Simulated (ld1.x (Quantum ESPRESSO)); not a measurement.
# silicon: excitation energies, all-electron against TM

```
Element                 : Si
Generator               : ld1.x (Quantum ESPRESSO) 7.5
Type                    : norm-conserving Troullier–Martins (Kleinman–Bylander form)
Functional              : PBE
Relativity              : scalar-relativistic
Frozen core             : [Ne]
Valence charge          : 4
Reference configuration : 3s1.75 3p2.25
Partial waves           : 3p (bound): rc 1.75 bohr; 3d channel at -0.15 Ry: rc 1.50 bohr; 3s (bound): rc 1.65 bohr
Local potential         : the s channel
Core correction         : Bessel-smoothed model core inside 1.10 bohr
```

Energies are relative to the spin-unpolarised reference configuration 3s1.75 3p2.25; without spin polarisation the order of configurations can differ from experiment.

Problem. Give the all-electron excitation energy and the error of the potential for: 3s2 3p2; 3s2 3p1; 3s2 3p0; 3s0 3p4; 3s1 3p0; 3s1 3p2; 3s2 3p2.3.

Solution.

```csv
valence configuration,charge,ΔE all-electron (eV),error AE − PS (meV)
3s2 3p2,0,-1.688,0.0
3s2 3p1,+1,6.052,+1.7
3s2 3p0,+2,22.045,+13
3s0 3p4,0,12.090,-1.5
3s1 3p0,+3,56.016,+47
3s1 3p2,+1,13.482,+5.0
3s2 3p2.3,-0.3,-2.618,+0.4
```

Levels in the configuration 3s2 3p1:

```csv
level,all-electron (eV),pseudo (eV)
3s,-19.034,-19.024
3p,-11.656,-11.650
```
